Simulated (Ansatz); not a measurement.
Single points on PdS₂.

```yaml
crystal:
  periodic: [false, false, false]
  atoms:
    - {symbol: Pd, position_ang: [-1.356156, 0.181227, -0.060990]}
    - {symbol: S, position_ang: [0.806253, 0.869492, 0.033155]}
    - {symbol: S, position_ang: [0.549903, -1.050719, 0.027825]}
basis:
  gaussian: {orbitals: def2-TZVP, initial_orbitals: start.molden}
magnetization: {spin_polarized: true, initial_magnetization: 2}
hamiltonian: {xc: pbe, dispersion: d4}
scf: {omitted_lower_state_checks: [starts]}
output: {orbitals: {seedname: orbitals}}
```

The file start.molden holds the orbitals of an earlier run on this structure, at another level or in another basis.

```sh
$ ansatz run in.yaml --threads 4 --pin off --events-out ev --progress --plain --max-ram 3916MiB
```

Output, abridged:

```
Functional definition: PBE
881 factors; their error is unknown
mean field evaluation 1: about -25143.8503 eV, gradient 7.7e0 eV
mean field evaluation 2: about -25143.9756 eV, gradient 2.4e-1 eV
mean field evaluation 4: about -25143.9703 eV, gradient 4.9e-2 eV
mean field evaluation 8: about -25143.9703 eV, gradient 2.5e-5 eV
mean field -25143.97032642 eV, -924.0238663007 hartree, gradient 2.5e-5 eV, S^2 2.005806; 0 other end points of the search recorded, 0 dependent functions left out
reference -25143.97037000 eV, -924.0238679024 hartree; 26, 24 occupied and 88, 90 virtual orbitals, 881 factors
Total energy: -25144.08931337 eV, -924.0282389906 hartree
Checks for a lower state left out: starts
```

Hardware: 4 threads of Intel Xeon on a shared host. Wall time 2.3 s.

First input, but with `hamiltonian: {xc: r2scan, dispersion: d4}` (abridged; 5.5 s):

```
Functional definition: r2SCAN
mean field -25152.22920139 eV, -924.3273743577 hartree, gradient 4.7e-5 eV, S^2 2.014358
Total energy: -25152.25116975 eV, -924.3281816802 hartree
Checks for a lower state left out: starts
```

The first input with `gaussian: {orbitals: def2-TZVP}`, `hamiltonian: {xc: pbe0, dispersion: d4}` (abridged; 3.4 s):

```
Functional definition: PBE0
mean field evaluation 16: about -25144.5715 eV, gradient 1.0e-3 eV
mean field -25144.57153325 eV, -924.0459602442 hartree, gradient 7.8e-5 eV, S^2 2.015469
Total energy: -25144.67070768 eV, -924.0496048372 hartree
Checks for a lower state left out: starts
```

Geometry: PBE-D4/def2-TZVP, that of the charge +1 doublet.

In the def2 sets Pd takes a core potential; there is no spin–orbit coupling. The structure comes from a short search, and lower isomers may exist.
